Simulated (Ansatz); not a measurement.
Reaction (cleavage of the Ge–Si bond): `BO[SiH2][GeH2][F]` + `[NH2][GeH3]` → `[F][GeH2][NH][GeH3]` + `BO[SiH3]`

Computed with Ansatz on PBE0-D4/def2-TZVP structures; ΔE is electronic, products minus reactants. CCSD(T)/CBS is the MP2 limit (def2-TZVPP, def2-QZVPP) plus CCSD(T) − MP2 in def2-TZVPP, frozen cores. Functionals use def2-TZVPP. B3LYP here is the variant with VWN-RPA as its local correlation; programs differ in this. For Ge outer-core shells are correlated without core-valence functions, which leaves a few kJ/mol of doubt a bond. Scalar relativity is left out up to krypton. One conformer a species, not always the lowest.

Q: Is it downhill or uphill in electronic energy at CCSD(T)/CBS, and by how much? (Estimate.)

A: Ansatz gave: Downhill: ΔE = -0.35 eV.

Q: What do these levels give: B3LYP-D4, PBE, r2SCAN, CCSD(T)/def2-TZVPP, HF/def2-QZVPP, HF/CBS(def2)? (Best estimate.)

A: Computed: B3LYP-D4 -0.25, PBE -0.12, r2SCAN -0.24, CCSD(T)/def2-TZVPP -0.38, HF/def2-QZVPP -0.46, HF/CBS(def2) -0.46 eV.

Largest T1 diagnostic among the species: 0.013.

From PBE to PBE0 (25 % exact exchange), in def2-TZVPP and without D4, ΔE moves by −0.07 eV.
